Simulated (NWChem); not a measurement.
Correlation energy of H3Ga

SMILES: [GaH3]
```xyz
4

Ga     0.0000     0.0000     0.0000
H      0.0000     0.0000     1.5807
H      1.3689     0.0000    -0.7903
H     -1.3689     0.0000    -0.7903
```
Charge 0, spin multiplicity 1.

All runs are NWChem calculations. All single points use one geometry, from PBE/def2-SVP, a minimum by its harmonic frequencies.

Basis set: def2-TZVP. Each correlation energy counts from its own Hartree-Fock reference.

The Hamiltonian is non-relativistic. The correlated methods keep 9 core orbitals frozen. The structure started from a generated list of species. Coupled-cluster values serve here as a point of comparison, not as the truth.

One of these methods gave a correlation energy of -232.9 mHa. Which?
A) SCS-MP2
B) MP2
C) CR-CCSD[T]
D) CCSD

B, MP2. The others give -226.8 (SCS-MP2), -254.7 (CR-CCSD[T]), -246.8 (CCSD).
